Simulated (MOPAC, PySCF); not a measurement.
ClF₃Sn, SMILES `[F][Sn]([F])([F])[Cl]`, neutral singlet in the gas phase. 

Cartesian coordinates (Å):
SMILES: [F][Sn]([F])([F])[Cl]
```xyz
5

F     -1.2926    -1.0998    -0.8435
Sn    -0.0324     0.0031     0.0147
F     -0.0204    -0.4767     1.8342
F     -0.6746     1.7687    -0.0910
Cl     2.0200    -0.1954    -0.9144
```
Charge 0, multiplicity 1.

All levels are single points at this geometry (PBE0-D3(BJ)/def2-TZVP); Pople sets use spherical d functions. Orbital energies aren't observables, and empty levels follow the basis.

```tsv
level	HOMO (eV)	LUMO (eV)	gap (eV)	dipole (D)	vertical IE, Delta-SCF (eV)
PBE-D3(BJ)/def2-TZVP in PySCF	-9.09	-4.36	4.73	1.42	–
ωB97X-D3(BJ)/def2-TZVP in PySCF	-13.18	-1.18	11.99	1.47	13.37
B3LYP/6-311+G** (LANL2DZ on Sn) in PySCF	-10.63	-3.94	6.68	1.81	–
B3LYP/6-31G* (LANL2DZ on Sn) in PySCF	-10.25	-3.26	7.00	0.97	13.07
B3LYP/LANL2DZ in PySCF	-10.70	-4.21	6.49	1.33	–
BP86/6-31G* (LANL2DZ on Sn) in PySCF	-9.09	-4.04	5.06	0.82	–
M06-2X/6-31G* (LANL2DZ on Sn) in PySCF	-11.98	-2.07	9.91	0.94	–
PBE/6-31G* (LANL2DZ on Sn) in PySCF	-8.99	-3.96	5.03	0.84	–
SVWN5/6-31G* (LANL2DZ on Sn) in PySCF	-9.12	-4.15	4.97	0.88	–
AM1 in MOPAC	-12.29	-1.28	11.02	0.10	–
PM3 in MOPAC	-12.45	-3.20	9.24	0.13	–
PM6 in MOPAC	-12.60	-2.34	10.26	0.92	–
PM7 in MOPAC	-12.21	-1.54	10.67	1.39	–
```
